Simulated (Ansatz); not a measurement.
Molecule: C₄H₂BrSe, net charge -1, singlet state. It need not be the lowest isomer of its formula. Whether it binds its extra electron was not tested at this geometry. 
Structure (B3LYP-D3(BJ)/def2-TZVP (Ansatz, a quantum-chemistry and plane-wave program) minimum search):
```
C
C 1 1.3537
H 2 1.0774 1 127.34
C 1 1.4318 2 119.14 3 -180.00
C 4 1.3795 1 118.75 2 0.00
H 4 1.0867 5 121.63 1 180.00
Se 2 1.8878 3 126.63 1 180.00
Br 1 1.9601 2 120.20 3 0.00
```
Charge -1, spin multiplicity 1.

Basis-set convergence of Hartree-Fock and CCSD(T) correlation energies (hartree) with Ansatz. Valence correlation only, unless marked. Spin-orbit coupling is left out. Frozen are the shells of the preceding noble gas and the d and f shells that filled before the atom's block. No relativistic terms.

The Hartree-Fock reference is unstable (checked in the largest basis), which strains HF and MP2. 

```tsv
basis	functions	E(HF)	E(corr, CCSD(T))
aug-cc-pVDZ	182	-5124.79322	-0.87818
aug-cc-pVTZ	348	-5124.97336	-1.06033
aug-cc-pVQZ	598	-5124.98732	-1.11590
```

Extrapolating the two largest sets (X = 3 and 4) as X^-3: E(corr) = (64·(-1.11590) - 27·(-1.06033))/37 = -1.1565 Eh, an estimate of the basis-set limit. The largest set recovers 96.5 % of it, the smallest 75.9 %.
